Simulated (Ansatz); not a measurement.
C3H6BN can be A, `BNC=C=C`, or B, `NBC1C=C1`.

Isolated molecules relaxed with PBE0-D4/def2-TZVP in Ansatz; ΔE leaves out vibrations. CCSD(T)/CBS is the MP2 limit (def2-TZVPP, def2-QZVPP) plus CCSD(T) − MP2 in def2-TZVPP, frozen cores. DFT in def2-TZVPP. B3LYP here is the variant with VWN-RPA as its local correlation; programs differ in this. Each species was taken in one conformer, which may not be the lowest.

Task: Which isomer does CCSD(T)/CBS put lower? Give the gap. (Estimate.)

Result: Computed: A, by 7.0 kcal/mol.

Task: Give E(B) − E(A) in kcal/mol with PBE0-D4, B2PLYP, PBE-D4, MP2/def2-TZVPP, BLYP-D4, CCSD/def2-TZVPP, B3LYP. (Estimate.)

Result: Ansatz gave: PBE0-D4 7.0, B2PLYP 10.0, PBE-D4 9.3, MP2/def2-TZVPP 4.4, BLYP-D4 14.5, CCSD/def2-TZVPP 7.8, B3LYP 12.5. None reverses the order clearly.

Task: Does the order hold for the free energy at 298.15 K (harmonic terms from PBE0-D4)? (An estimate is asked.)

Result: The calculation gave: Yes: G(B) − G(A) = +7.6 kcal/mol, for one conformer each.

Largest T1 diagnostic: 0.014.

From r2SCAN to r2SCAN0 (25 % exact exchange), in def2-TZVPP and without D4, E(B) − E(A) moves by −2.1 kcal/mol. At CCSD(T), def2-SVP lies +1.9 kcal/mol from the extrapolated value and def2-TZVPP +0.9 kcal/mol.
